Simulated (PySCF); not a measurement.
Stepwise substitution at one centre (B SH-H). All species are isolated molecules in the gas phase. One relaxed conformer stands for each flexible species; it need not be the lowest. Strings in code marks are SMILES.

The T1 excitation (TDA) from two functionals at the same geometries (CAM-B3LYP-D3(BJ)/def2-TZVP), both in PySCF: PBE-D3(BJ)/def2-TZVP and TPSSh-D3(BJ)/def2-TZVP. Excitations are Tamm–Dancoff values on a coarser integration grid. The basis has no diffuse functions, so Rydberg states are missing or too high.

```csv
species,PBE-D3(BJ)/def2-TZVP (eV)
0 of 3 SH replaced by H (`SB(S)S`),4.48
"1 of 3 SH replaced by H (`SBS` (H–S–B–S torsion 0°, S–B–S–H torsion 0°))",4.30
2 of 3 SH replaced by H (`BS` (H–B–S–H torsion 0°)),4.41
```

Task: What does TPSSh-D3(BJ)/def2-TZVP give for each?

Result: 
- 0 of 3 SH replaced by H (`SB(S)S`): 4.76
- 1 of 3 SH replaced by H (`SBS` (H–S–B–S torsion 0°, S–B–S–H torsion 0°)): 4.58
- 2 of 3 SH replaced by H (`BS` (H–B–S–H torsion 0°)): 4.66
Over these rows, drawn at random from the members with no instability flagged (it was tested for open shells, ions and some series alone), PBE minus TPSSh-D3(BJ): mean -0.27 eV, from -0.28 eV to -0.25 eV.
